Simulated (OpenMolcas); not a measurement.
Mo3+ (d3) in a complex was computed by SS-CASPT2, IPEA 0.25 Eh, imaginary shift 0.1 Eh with the d shell active (OpenMolcas, ANO-RCC-VDZP on the metal). Its lowest spin-free states, and all those of the highest spin:

```tsv
2S+1	Degeneracy	E (cm-1)
2	1	0
4	2	5910
4	1	9200
2	2	9210
2	1	10010
4	1	13450
2	2	15160
2	1	17310
2	2	18030
2	1	18310
4	2	20150
2	1	21470
4	2	28640
4	1	30050
4	1	35370
```

Q: Is the site octahedral, tetrahedral or cube-like, axial, or of lower symmetry?

A: The states with 2S+1 = 4 have orbital degeneracies 2, 1, 1, 2, 2, 1, 1. There are pairs but no triples, so the site is axial: not cubic, but with a proper or improper axis of order three or more. The run had Mo3+ with 4 ligands (water) in tetrahedral coordination (D2d) at 1.92 Å. Ligand basis ANO-RCC-VDZP.

This shell can be high or low spin here, a state of another spin lies low, and with metal d orbitals alone active their balance is uncertain, so the ground spin may be wrong, although the usual error favours high spin. The least metal-like active orbital is 77 % on the metal (Löwdin) and no ligand orbital is active, so the numbers are rough. Ligand-to-metal charge-transfer states are missing. With no ligand orbital active B as a rule stays too high, so bands that hang on it stand too high and its fall with covalency is understated. With one d shell and no ligand orbital active, 10Dq can be off by a tenth or more. No measured value stands beside these numbers; the geometry is a model, was not optimised and need not be the one that this ion takes.
